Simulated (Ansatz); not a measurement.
Basis-set extrapolation for C₂H₄ClFOSi (`O=CC(F)[SiH2]Cl`) (PBE0-D4/def2-TZVP geometry, frozen core, Ansatz 0.2.0). Multiplicity 1, RHF reference.

|  | def2-TZVPP | def2-QZVPP |
| --- | --- | --- |
| HF | -1000.960273 | -1000.993104 |
| MP2 correlation | -1.102108 | -1.195151 |
| CCSD(T) correlation | -1.191001 | not run |

Energies in hartree. Use E(X) = E(∞) + A·exp(−7.88·√X) for Hartree–Fock and E(X) = E(∞) + B·X^(−2.97) for correlation, with X = 3 and 4, and add CCSD(T) minus MP2 of the smaller set to the MP2 limit.

Problem. What is the CCSD(T) energy at the basis-set limit?

Solution. HF limit: -1000.993104 + (-0.032831) × 0.13774 = -1000.99763. MP2 limit: -1.195151 + (-0.093043) × 0.74074 = -1.26407. Higher-order term: -1.191001 − (-1.102108) = -0.08889. Total: -1002.35059 hartree, 523.3 kJ/mol below CCSD(T)/def2-TZVPP.
